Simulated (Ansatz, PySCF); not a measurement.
FH6NOSi2, SMILES N[Si@@H](O)[SiH2]F. Atoms are numbered in the order given.

```xyz
11

N     -1.7088    -1.0015     1.0377
Si    -1.0451     0.2540     0.0617
O     -0.5299     1.6564     0.8238
Si     0.9687    -0.4956    -0.8918
F      2.0429     0.6105    -0.2974
H     -1.1403    -1.4971     1.7181
H     -2.6745    -0.9492     1.3499
H     -2.1338     0.6268    -0.8816
H      0.4329     1.7492     0.8569
H      1.4220    -1.8427    -0.4275
H      1.0553    -0.4587    -2.3823
```
Charge 0, spin multiplicity 1.

Geometry: r2SCAN-D4/def2-SVP. The structure was generated by enumeration; whether it is a known compound was not checked. Other conformers were not sampled.

Two levels are set side by side: PBE-D3(BJ)/def2-SVP (Ansatz, a quantum-chemistry and plane-wave program) and r2SCAN-D4/def2-SVP (Ansatz). Each level has its own optimised geometry; the coordinates shown are those of the second. Frequencies come from the Hessian of PySCF at each geometry. Differences are taken from unrounded values.

```json
[
 {"quantity": "mean bond length (Å)", "r2SCAN-D4": "1.488", "PBE-D3(BJ)": "1.499", "PBE-D3(BJ) minus r2SCAN-D4": "0.011"},
 {"quantity": "bond N1–Si2 (Å)", "r2SCAN-D4": "1.723", "PBE-D3(BJ)": "1.736", "PBE-D3(BJ) minus r2SCAN-D4": "0.013"},
 {"quantity": "bond Si2–O3 (Å)", "r2SCAN-D4": "1.677", "PBE-D3(BJ)": "1.692", "PBE-D3(BJ) minus r2SCAN-D4": "0.015"},
 {"quantity": "bond Si2–Si4 (Å)", "r2SCAN-D4": "2.351", "PBE-D3(BJ)": "2.357", "PBE-D3(BJ) minus r2SCAN-D4": "0.007"},
 {"quantity": "bond Si4–F5 (Å)", "r2SCAN-D4": "1.653", "PBE-D3(BJ)": "1.668", "PBE-D3(BJ) minus r2SCAN-D4": "0.015"},
 {"quantity": "bond N1–H6 (Å)", "r2SCAN-D4": "1.016", "PBE-D3(BJ)": "1.023", "PBE-D3(BJ) minus r2SCAN-D4": "0.008"},
 {"quantity": "bond N1–H7 (Å)", "r2SCAN-D4": "1.016", "PBE-D3(BJ)": "1.024", "PBE-D3(BJ) minus r2SCAN-D4": "0.008"},
 {"quantity": "bond Si2–H8 (Å)", "r2SCAN-D4": "1.488", "PBE-D3(BJ)": "1.498", "PBE-D3(BJ) minus r2SCAN-D4": "0.010"},
 {"quantity": "bond O3–H9 (Å)", "r2SCAN-D4": "0.968", "PBE-D3(BJ)": "0.978", "PBE-D3(BJ) minus r2SCAN-D4": "0.010"},
 {"quantity": "bond Si4–H10 (Å)", "r2SCAN-D4": "1.495", "PBE-D3(BJ)": "1.507", "PBE-D3(BJ) minus r2SCAN-D4": "0.012"},
 {"quantity": "bond Si4–H11 (Å)", "r2SCAN-D4": "1.493", "PBE-D3(BJ)": "1.505", "PBE-D3(BJ) minus r2SCAN-D4": "0.012"},
 {"quantity": "highest harmonic wavenumber (cm⁻¹)", "r2SCAN-D4": "3824", "PBE-D3(BJ)": "3690", "PBE-D3(BJ) minus r2SCAN-D4": "-134"},
 {"quantity": "mean harmonic wavenumber (cm⁻¹)", "r2SCAN-D4": "1130", "PBE-D3(BJ)": "1101", "PBE-D3(BJ) minus r2SCAN-D4": "-29"},
 {"quantity": "zero-point energy (kcal/mol)", "r2SCAN-D4": "43.60", "PBE-D3(BJ)": "42.49", "PBE-D3(BJ) minus r2SCAN-D4": "-1.11"}
]
```
